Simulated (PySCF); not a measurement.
## Two-component Hartree-Fock for Te³¹⁺ (tellurium, charge +31)

Start: [Ar] 3d3; 3d3/2 filled at m_j = -1/2, +1/2, +3/2. Calculated with PySCF 2.14 in an uncontracted even-tempered set (16 s from 5.2 bohr⁻², ratio 2.8; 12 p from 6.8 bohr⁻², ratio 2.8; 8 d from 6.8 bohr⁻², ratio 2.8; 3 f from 22 bohr⁻², ratio 3): generalised Hartree-Fock with the X2C-1e Hamiltonian and a Gaussian nucleus; one run each with spin-orbit coupling (SO) switched off, then screened by Boettger's factors.

| spinor shell | electrons | ε, spin-free (eV) | ε, screened SO (eV) | weight of nominal j (screened SO) | rms radius, screened SO (bohr) |
| --- | --- | --- | --- | --- | --- |
| 1s1/2 | 2 | -33443.9 | -33439.6 | 1.000 | 0.0318 |
| 2s1/2 | 2 | -6432.8 | -6430.9 | 1.000 | 0.129 |
| 2p1/2 | 2 | -5921.7 | -6120.0 | 1.000 | 0.111 |
| 3s1/2 | 2 | -2261.1 | -2260.5 | 1.000 | 0.322 |
| 3p1/2 | 2 | -2087.6 | -2140.7 | 0.985 | 0.312 |
| 3p3/2 | 4 | -2087.6 | -2062.7 | 0.993 | 0.322 |
| 3d3/2 | 3 | -1890.6 | -1893.5 | 0.927 | 0.283 |

Where does 2p3/2 lie, and what is the 2p spin-orbit splitting (screened SO)?

At -5830.0 eV, 290.06 eV above 2p1/2.

```json
{"quantity": "E (hartree)", "spin-free": "-6124.26063", "screened SO": "-6126.70312"}
{"quantity": "M_J", "spin-free": "3/2", "screened SO": "3/2"}
{"quantity": "⟨J²⟩", "spin-free": "6.751", "screened SO": "4.311"}
{"quantity": "⟨L²⟩", "spin-free": "12.001", "screened SO": "9.775"}
{"quantity": "⟨S²⟩", "spin-free": "3.750", "screened SO": "2.726"}
```

The determinant has a definite M_J but mixes levels of different J.

Each row is a mean over spinors that exchange with the open shell spreads, by up to 15.281 eV (3p1/2).

Breit and QED terms are absent; they matter most for the inner s and p1/2 levels.

Densities and radii are taken from the X2C orbitals without a picture-change correction, which distorts them close to the nucleus.

Without spin-orbit coupling the j labels of p, d and f shells carry no meaning; the spin-free column gives the mean over the occupied spinors of each nl shell, and its ⟨J²⟩ belongs to a mixture of degenerate components.
